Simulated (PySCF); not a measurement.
# How methods differ on the excitation energy of Sb

Sb [Kr] 4d10 5s2 5p3 (4S) → Sb [Kr] 4d10 5s1 5p4 (4P), as a difference of total energies. All numbers are calculated (PySCF 2.14, scalar relativity through the core potential, in aug-cc-pVDZ-PP with ECP28MDF). Correlated levels: valence: 4s2 4p6 4d10 frozen. The calculations carry no spin-orbit coupling.

```json
{"method": "UHF", "excitation energy (eV)": "7.464"}
{"method": "LDA", "excitation energy (eV)": "8.240"}
{"method": "PBE", "excitation energy (eV)": "8.071"}
{"method": "PBE0", "excitation energy (eV)": "7.974"}
{"method": "r2SCAN", "excitation energy (eV)": "7.835"}
{"method": "M06", "excitation energy (eV)": "8.243"}
{"method": "M06-L", "excitation energy (eV)": "7.947"}
{"method": "BLYP", "excitation energy (eV)": "8.114"}
{"method": "r2SCAN0", "excitation energy (eV)": "7.804"}
{"method": "MP2 (valence)", "excitation energy (eV)": "7.446"}
{"method": "SCS-MP2 (valence)", "excitation energy (eV)": "7.432"}
```
